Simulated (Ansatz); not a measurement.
Consider the ligand exchange at a Ga–O bond: `[OH][Ga]([SH])[Cl]` + CH₃NH₂ → `C[NH][Ga]([SH])[Cl]` + H₂O.

Program: Ansatz. Geometries: PBE0-D4/def2-TZVP. ΔE: electronic, gas phase. CCSD(T)/CBS is the MP2 limit (def2-TZVPP, def2-QZVPP) plus CCSD(T) − MP2 in def2-TZVPP, frozen cores. This one scheme is used for every species. DFT in def2-TZVPP. B3LYP here is the variant with VWN-RPA as its local correlation; programs differ in this. For Ga outer-core shells are correlated without core-valence functions, which leaves a few kJ/mol of doubt a bond. Scalar relativity is left out up to krypton. One conformer a species, not always the lowest.

(1) Is it downhill or uphill in electronic energy at CCSD(T)/CBS, and by how much? (Best estimate.)

(2) What do these levels give: PBE-D4, ωB97X-V, ωB97M-V, B2PLYP, PBE, B3LYP, CCSD/def2-TZVPP, HF/def2-QZVPP, MP2/def2-QZVPP, SCS-MP2/def2-QZVPP, HF/CBS(def2), MP2/CBS(def2)? (An estimate is asked.)

Largest T1 diagnostic among the species: 0.013.

Answers

(1) Computed: Uphill: ΔE = +10.1 kJ/mol.

(2) Ansatz gave: PBE-D4 17.4, ωB97X-V 19.8, ωB97M-V 18.7, B2PLYP 22.0, PBE 22.7, B3LYP 25.6, CCSD/def2-TZVPP 16.7, HF/def2-QZVPP 28.0, MP2/def2-QZVPP 10.3, SCS-MP2/def2-QZVPP 14.8, HF/CBS(def2) 28.0, MP2/CBS(def2) 8.1 kJ/mol.

In def2-TZVPP, CCSD(T) changes the Hartree–Fock value by −12.9 kJ/mol (the triples alone add −1.2 kJ/mol) and MP2 by −14.8 kJ/mol. The D4 term adds −8.3 kJ/mol with B3LYP and −4.8 kJ/mol with PBE0; it sums over pairs of atoms, weighted by their polarisabilities, and B3LYP, whose exchange is more repulsive, gets the larger term.
